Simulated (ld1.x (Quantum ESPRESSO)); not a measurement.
nickel: excitation energies, all-electron against TM

```
Element                 : nickel (Ni)
Generator               : ld1.x (Quantum ESPRESSO) 7.5
Type                    : norm-conserving Troullier–Martins (Kleinman–Bylander form)
Functional              : PBE
Relativity              : scalar-relativistic
Frozen core             : [Ne] 3s2
Valence charge          : 16
Reference configuration : 3p6 3d9 4s1 4p0
Partial waves           : 4s (bound): rc 1.95 bohr; 3p (bound): rc 1.25 bohr; 3d (bound): rc 1.15 bohr
Local potential         : all-electron potential smoothed inside 0.90 bohr (lloc = -2)
Core correction         : a·sin(br)/r model core, default radius (core density twice the valence density)
```

Energies are relative to the spin-unpolarised reference configuration 3p6 3d9 4s1 4p0; without spin polarisation the order of configurations can differ from experiment. The frozen-core shift is the all-electron ΔE with the core orbitals held at their reference shape minus the fully relaxed ΔE.

```json
{"valence configuration": "3p6 3d8 4s2 4p0", "charge": "0", "ΔE all-electron (eV)": "1.595", "error AE − PS (meV)": "-52", "frozen-core shift (meV)": "+5.7"}
{"valence configuration": "3p6 3d8 4s0 4p1", "charge": "+1", "ΔE all-electron (eV)": "16.602", "error AE − PS (meV)": "+17", "frozen-core shift (meV)": "+4.9"}
{"valence configuration": "3p6 3d7 4s0 4p0", "charge": "+3", "ΔE all-electron (eV)": "65.735", "error AE − PS (meV)": "-13", "frozen-core shift (meV)": "+59"}
{"valence configuration": "3p6 3d8 4s1.5 4p0", "charge": "+0.5", "ΔE all-electron (eV)": "5.313", "error AE − PS (meV)": "-36", "frozen-core shift (meV)": "+5.0"}
{"valence configuration": "3p6 3d9 4s0 4p0", "charge": "+1", "ΔE all-electron (eV)": "7.913", "error AE − PS (meV)": "-13", "frozen-core shift (meV)": "+2.3"}
```

Task: What are ΔE and the potential's error for 3p6 3d8 4s0 4p0?

Result: ΔE = 28.269 eV all-electron; the error (AE − PS) is +3.7 meV.

Task: What are ΔE and the potential's error for 3p6 3d8 4s1 4p0?

Result: ΔE = 10.918 eV all-electron; the error (AE − PS) is -18 meV.

These tests converged, but a pseudo level misses the all-electron one widely, so the file describes the atom poorly there or has found another state: 3p6 3d7 4s0 4p0: empty 4s by 3.4 eV (a node warning on the way).

Note: ghost state, extra bound levels that the all-electron valence spectrum of the same l lacks: s at -71.2 eV. A true bound ghost makes a file unfit for plane-wave use.
